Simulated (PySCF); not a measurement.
An unknown shows these calculated signals:

1H NMR (400 MHz, computed): δ 4.94 (d, 1H), 3.84 (s, 6H), 0.45 (m, 2H), 0.40 (m, 2H), -0.48 (m, 1H).

13C{1H} NMR (computed): δ 51.7 (CH3), 2.1 (CH2), -3.4 (CH).

Method: shielding tensors at PBE0/pcSseg-1 (GIAO), coordinates at the GFN2-xTB level, in PySCF 2.14.0 with density-fitted response routines (no solvent model, one conformer, one averaged value for each set of equivalent atoms, non-relativistic Hamiltonian).

δ = σ(ref) − σ, references computed at the same level: 1H (31.72 ppm), 13C (186.93 ppm) vs TMS.

Which of these does the molecule contain: a methoxy group, an ester, a heteroaromatic ring, a three-membered ring, a Si–H bond?

Answers


- A methoxy group: no.
- An ester: no.
- A heteroaromatic ring: no.
- A three-membered ring: yes.
- A Si–H bond: yes (δH 4.94 (d)).

The data belong to `CO[SiH](OC)C1CC1`, C5H12O2Si; they needn't prove each group on their own.

Carbon signals by region: 1 at 50–100 ppm, 2 below 50 ppm.

Shifts are as computed. Against solution values, carbons near 30 ppm lie about +3 ppm off and those near 130 ppm about +5 ppm. Of 1211 compounds with measured shifts, 218 miss one by over three times the rms of a fit or turn the order of signals round; such compounds aren't used in these exercises. No couplings were computed; multiplicities are counted from neighbouring protons, with m where these are inequivalent, close in shift, in a saturated or five-membered ring or joined by F or P, and br s for small geminal =CH2 splittings.
